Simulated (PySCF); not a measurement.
Species: C4H4FNO2.
SMILES with atom numbers: `[CH3:1][O:2][c:3]1[cH:4][o:5][n:6][c:7]1[F:8]` (hydrogens: H9, H10, H11 on C1; H12 on C4)

Method used: PBE0-D3(BJ)/def2-SVP geometry optimisation, gas phase (PySCF 2.14.0).

(1) List the bond lengths, angles and torsions at this level.

Answers

(1) 
```csv
bond,length (pm)
C1–O2,140.5
O2–C3,133.2
C3–C4,136.6
C4–O5,134.4
O5–N6,135.6
N6–C7,129.8
C7–F8,130.7
C3–C7,142.7
"C1–H9, C1–H10, C1–H11",110.2
C4–H12,108.7
```

Bonds in one row agree within 1 pm and their mean is given. A selection of angles:
```csv
angle,degrees
C1–O2–C3,115.3
O2–C3–C4,133.1
O2–C3–C7,124.7
C4–C3–C7,102.2
C3–C4–O5,109.2
C4–O5–N6,110.5
O5–N6–C7,105.5
N6–C7–F8,121.5
C3–C7–N6,112.6
C3–C7–F8,125.8
```

Dihedral angles: C1–O2–C3–C4 0° (synperiplanar).

N6 (pyridine-type nitrogen) is bent (angle 105.5°). The 2 C–C bonds span 1.366 Å (C3–C4, aromatic) to 1.427 Å (C3–C7, aromatic), a spread of 0.061 Å. Of the pairs four or more bonds apart, C4···H10 is among the closest relative to their van der Waals radii: 2.86 Å, 99 % of the sum of Bondi's values. O2 (aryl ether oxygen) is bent (angle 115.3°). O5 (ring oxygen) is bent (angle 110.5°). The C–O distances run from 1.332 Å (O2–C3, drawn single) to 1.405 Å (C1–O2, drawn single), a spread of 0.073 Å. The 8 heavy atoms lie in one plane (0.002 Å rms).

Point group: Cs (every atom within 0.08 Å of its image). Not checked by PBE0-D3(BJ)/def2-SVP frequencies. The numbers are those of one conformer.

Time: 57 s; peak memory 0.56 GiB. Hardware: an Arm Neoverse V2 with one thread, shared host with 48 logical CPUs at a one-minute load of 33. These figures are those of the optimisation.
